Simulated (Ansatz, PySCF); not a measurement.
System: iodine monochloride, ICl, charge 0, multiplicity 1. SMILES: ClI
Geometry: optimised at B3LYP-D3(BJ)/def2-TZVP (Ansatz, an electronic-structure program).

Wanted: atomisation energy (electronic, to ground-state atoms), in eV. Valence correlation only, unless marked. UHF or UKS for open shells. No spin-orbit coupling. Frozen are the shells of the preceding noble gas and the d and f shells that filled before the atom's block. Past Kr the def2 sets carry scalar-relativistic core potentials. The coupled-cluster limit lacks core correlation, which all-electron functionals hold. Basis-set limits of correlation are two-point, X^-3; Hartree-Fock from the larger set. [CCSD(T)-MP2]/basis is that difference in the basis named.

```tsv
level	program	atomisation energy (eV)
HF/def2-SVP	Ansatz	0.63
HF/def2-SVPD	Ansatz	0.68
HF-D3(BJ)/def2-TZVPD	PySCF + dftd3	1.23
BLYP/def2-TZVPD	Ansatz	2.37
M06-L/def2-TZVPD	PySCF	2.60
B97M-V/def2-TZVPD	Ansatz	2.48
B3LYP-D3(BJ)/def2-TZVPD	Ansatz + dftd3	2.35
r2SCAN0-D4/def2-TZVPD	Ansatz + dftd4	2.23
M06-2X/def2-TZVPD	PySCF	2.12
MN15-D3(BJ)/def2-TZVPD	PySCF + dftd3	2.32
CAM-B3LYP-D4/def2-TZVPD	Ansatz + dftd4	2.23
B2GP-PLYP-D4/def2-TZVPD	Ansatz + dftd4	2.24
RPA@PBE/def2-QZVPP	Ansatz	1.91
MP2/def2-SVPD	Ansatz	1.94
RI-MP2/def2-TZVPP	Ansatz	2.30
CCSD/def2-SVP	Ansatz	1.61
CCSD/def2-TZVPP	Ansatz	1.99
CCSD/def2-TZVPPD	Ansatz	2.03
RI-MP2/CBS(def2-TZVPP,def2-QZVPP)+[CCSD(T)-MP2]/def2-QZVPP	Ansatz	2.43
CCSD(T)/CBS(def2-TZVPP,def2-QZVPP)	Ansatz	2.42
CCSD(T)/CBS(def2-TZVPPD,def2-QZVPPD)	Ansatz	2.41
```
